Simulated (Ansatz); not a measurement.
```yaml
crystal:
  periodic: [false, false, false]
  atoms:
    - {symbol: Se, position_ang: [-1.621309, 2.827603, -0.206602]}
    - {symbol: C, position_ang: [-0.597984, 1.391923, -0.309572]}
    - {symbol: O, position_ang: [-0.688850, 0.355649, 0.475831]}
    - {symbol: Sn, position_ang: [0.523416, -1.250274, 0.292562]}
    - {symbol: H, position_ang: [0.178844, 1.346164, -1.084595]}
    - {symbol: H, position_ang: [2.094893, -0.647519, 0.526459]}
    - {symbol: H, position_ang: [0.253028, -1.831166, -1.281318]}
    - {symbol: H, position_ang: [-0.049937, -2.249480, 1.531336]}
basis:
  gaussian: {orbitals: x2c-TZVPPall}
magnetization: {spin_polarized: true, initial_magnetization: 2}
hamiltonian: {xc: {name: HSE06}}
```

```sh
$ ansatz run in.yaml --threads 4 --pin off --events-out ev --progress --plain --max-ram 10444MiB
```

It prints (some lines left out):

```
Functional definition: HSE06
1655 factors; their error is unknown
108 factors; integrals over basis functions are off by at most 4.8e-7 eV
mean field evaluation 1: about -237315.0477 eV, gradient 4.6e1 eV
mean field evaluation 2: about -237239.5207 eV, gradient 1.3e2 eV
mean field evaluation 4: about -237323.5430 eV, gradient 1.2e1 eV
mean field evaluation 8: about -237324.1348 eV, gradient 2.4e-1 eV
mean field evaluation 16: about -237324.8491 eV, gradient 3.3e-3 eV
mean field -237324.84912766 eV, -8721.5273408811 hartree, gradient 1.8e-5 eV, S^2 2.007447; 3 other end points of the search recorded, 0 dependent functions left out
reference -237324.84916982 eV, -8721.5273424303 hartree; 52, 50 occupied and 174, 176 virtual orbitals, 1655 factors
Total energy: -237324.84916982 eV, -8721.5273424303 hartree
Relativity: scalar
```

Hardware: 4 threads of an Intel Xeon 6975P-C on a shared host. Wall time 9 s, peak host memory 1.2 GiB.
